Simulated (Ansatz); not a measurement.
Geometry optimisation, RHF/def2-SVP (Ansatz 0.2.0).

Input:

```yaml
crystal:
  periodic: [false, false, false]
  atoms:
    - { symbol: Zn, position_ang: [0.001932, -0.519582, -0.129964] }
    - { symbol: O, position_ang: [0.358679, -0.800171, 1.63315] }
    - { symbol: H, position_ang: [-0.30372, -0.869524, 2.306827] }
    - { symbol: O, position_ang: [-0.706029, -0.072518, -1.689414] }
    - { symbol: H, position_ang: [-0.24057, -0.186857, -2.501865] }
    - { symbol: O, position_ang: [2.774833, -0.512724, 0.950658] }
    - { symbol: Al, position_ang: [1.963501, -1.877926, 1.697622] }
    - { symbol: H, position_ang: [1.592015, -2.98598, 0.59165] }
    - { symbol: H, position_ang: [2.218946, -2.299116, 3.201256] }
    - { symbol: H, position_ang: [2.325814, 0.229499, 1.382981] }
basis:
  gaussian: { orbitals: def2-SVP }
hamiltonian:
  xc: hf
relax:
  f_tol: 0.03
  max_steps: 50
```

Launched with:

```bash
$ ansatz run input.yaml --threads 2 --pin off --max-ram 3072MiB --backend cpu --events-out ev --progress --plain --runs-dir out
```

Question: Where does it end, and by what steps?

Answer: The forces met the threshold. The force dipped under the threshold on the way, but the program's further checks kept it going. After 15 steps the energy has fallen by 1.541 eV; H10 moved furthest, 1.64 Å. Joined: Zn1–O6 (2.98 → 1.97 Å).

| step | energy less start (eV) | largest force component (eV/Å) | accepted |
| --- | --- | --- | --- |
| 0 | 0.0000 | 1.221 | yes |
| 1 | -0.1623 | 1.815 | yes |
| 2 | -0.4354 | 1.726 | yes |
| 3 | -0.7235 | 1.565 | yes |
| 4 | -0.9482 | 1.370 | yes |
| 5 | -1.1250 | 1.035 | yes |
| 6 | -1.2413 | 0.803 | yes |
| 7 | -1.3402 | 0.548 | yes |
| 8 | -1.4087 | 0.708 | yes |
| 9 | -1.4798 | 0.205 | yes |
| 10 | -1.5173 | 0.199 | yes |
| 11 | -1.5373 | 0.053 | yes |
| 12 | -1.5405 | 0.012 | yes |
| 13 | -1.5364 | 0.486 | no |
| 14 | -1.5409 | 0.072 | yes |
| 15 | -1.5411 | 0.021 | yes |

```xyz
10
Properties=species:S:1:pos:R:3
Zn 0.341 -0.391 -0.138
O 0.015 -1.476 1.469
H -0.786 -1.754 1.882
O -0.611 0.471 -1.394
H -0.193 0.908 -2.117
O 2.164 -0.818 0.485
Al 1.750 -1.819 1.978
H 2.144 -3.349 1.798
H 2.140 -1.067 3.323
H 3.021 -0.600 0.158
```

Whether the end is a true minimum wasn't checked by a vibrational analysis.

The run took 48 s on 2 threads of Intel(R) Xeon(R) Platinum 8259CL CPU @ 2.50GHz (Skylake/Cascade Lake), on a shared host, peak memory 0.28 GiB.
